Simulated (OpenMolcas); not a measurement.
Ni2+ with 6 ligands (oxide) in octahedral coordination (Oh) at 2.07 Å. A charge of +1.67 e stands 3.2 Å behind each ligand. Ligand basis ANO-RCC-VDZP.
```
Ni    0.0000    0.0000    0.0000
O     2.0700    0.0000    0.0000
O     0.0000    2.0700    0.0000
O    -2.0700    0.0000    0.0000
O     0.0000   -2.0700    0.0000
O     0.0000    0.0000    2.0700
O     0.0000    0.0000   -2.0700
```

- Program: OpenMolcas 26.06
- Method: CASSCF
- Basis: ANO-RCC-VDZP [5s4p2d1f]
- Scalar Hamiltonian: DKH2, point nucleus
- Active space: 8 electrons in 5 orbitals (3d)
- State averaging: 2S+1 = 3 even, 10 roots; 2S+1 = 1 even, 15 roots
- Spin-orbit coupling: state interaction with AMFI integrals over the reference wave functions

(1) What is the spin-free ground state (labels of O, the rotations of Oh)?

(2) Where is the first state of the same spin?

(3) What are the lowest two levels with spin-orbit coupling?

(4) What is χT at 300 K, and how does it compare with the textbook value?

(5) Which ligand-field parameters describe the states?

Results:

(1) 3A2, 1-fold in its orbital part, 100 % from free-ion F terms; it has the highest spin that d8 allows.

(2) 3T2 at 4820 cm-1 above the ground state.

(3) A 3-fold level T2, then a 2-fold level E 4544 cm-1 above it. Their leading multiplicities are 3 (100 %) and 3 (100 %).

(4) The lowest level has 2S+1 = 3, for which the spin-only value is χT = S(S+1) / 2 = 1.000 cm3 K/mol (g = 2). The computed 1.626 at 300 K differs by +0.626, through orbital momentum, spin-orbit coupling and any other state in reach.

(5) A least-squares ligand-field fit to the states below 45000 cm-1, each weighted by its degeneracy and with a free common offset, gives 10Dq = 4804 cm-1, B = 1270 cm-1 and C = 4667 cm-1 (C/B = 3.68), with an rms deviation of 35 cm-1. 

Without dynamic correlation the repulsion within the d shell is too large (B by tens of per cent), so at a given field states of lower spin stand too high. The oxide ions are held by bare point charges, a crude embedding. Ligand-to-metal charge-transfer states are missing. With oxide or sulfide held by bare charges the field of late divalent 3d ions can come out several times too small, and g and χT far too large. With no ligand orbital active B as a rule stays too high, so bands that hang on it stand too high and its fall with covalency is understated. With metal d orbitals alone and no dynamic correlation the field as a rule comes out too small, by tens of per cent, by up to half for chloride and softer ligands, and the orbital part of g and χT, which goes as 1/10Dq, too large. No measured value stands beside these numbers; the geometry was imposed, not optimised, and the real ion may take another.
